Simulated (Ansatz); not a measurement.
Isolated molecules relaxed with PBE0-D4/def2-TZVP in Ansatz; ΔE leaves out vibrations. CCSD(T)/CBS adds triple-zeta CCSD(T) − MP2 to the extrapolated MP2 energy (def2 sets, frozen cores). Double bonds are as drawn, so ΔE can hold a change between cis and trans. Functionals use def2-TZVPP. Each species was taken in one conformer, which may not be the lowest.

`C/C=C/[SiH2]N` + `F[B](F)[AlH2]` → `N[SiH2]B(F)F` + `C/C=[CH]/[AlH2]`  (redistribution)

```tsv
level	ΔE (kJ/mol)
B97M-V	-16.5
revPBE	-9.6
```

Q: What does CCSD(T)/CBS give? (An estimate is asked.)

A: Ansatz gave: -6.1 kJ/mol. The listed levels differ from it by -10.4, -3.5 kJ/mol.

Largest T1 diagnostic among the species: 0.014.

At CCSD(T), def2-SVP lies −4.1 kJ/mol from the extrapolated value and def2-TZVPP −1.4 kJ/mol. Leaving LDA and LC-ωPBE aside and taking each functional with its dispersion term where it has one, the values, not all of them listed here, spread over 9.5 kJ/mol, from B97M-V to revPBE-D4.

CCSD(T)/CBS has its own doubt, a few kJ/mol and more with outer-core shells, so smaller differences from it don't rank the levels.
